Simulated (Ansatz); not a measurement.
Reaction (cleavage of the B–Si bond): `B[SiH2]C(=N)O` + `O=[C](O)[GeH3]` → `BO[C](=O)[GeH3]` + `N=C(O)[SiH3]`

Gas-phase electronic energies from Ansatz, PBE0-D4/def2-TZVP geometries. CCSD(T)/CBS adds triple-zeta CCSD(T) − MP2 to the extrapolated MP2 energy (def2 sets, frozen cores). Functionals use def2-TZVPP. B3LYP here is the variant with VWN-RPA as its local correlation; programs differ in this. For Ge outer-core shells are correlated without core-valence functions, which leaves a few kJ/mol of doubt a bond. Scalar relativity is left out up to krypton. Each species was taken in one conformer, which may not be the lowest.

```tsv
level	ΔE (kcal/mol)	difference from CCSD(T)/CBS
r2SCAN-D4	-33.6	1.1
PBE0-D4	-32.2	2.5
B3LYP-D4	-34.9	-0.2
ωB97M-V	-35.1	-0.4
B2PLYP	-35.6	-0.9
PBE0	-32.2	2.5
CCSD/def2-TZVPP	-34.8	-0.1
HF/def2-QZVPP	-37.1	-2.4
MP2/CBS(def2)	-35.9	-1.2
CCSD/CBS(def2)	-34.6	0.1
CCSD(T)/CBS	-34.7	0
```

Largest T1 diagnostic among the species: 0.015.
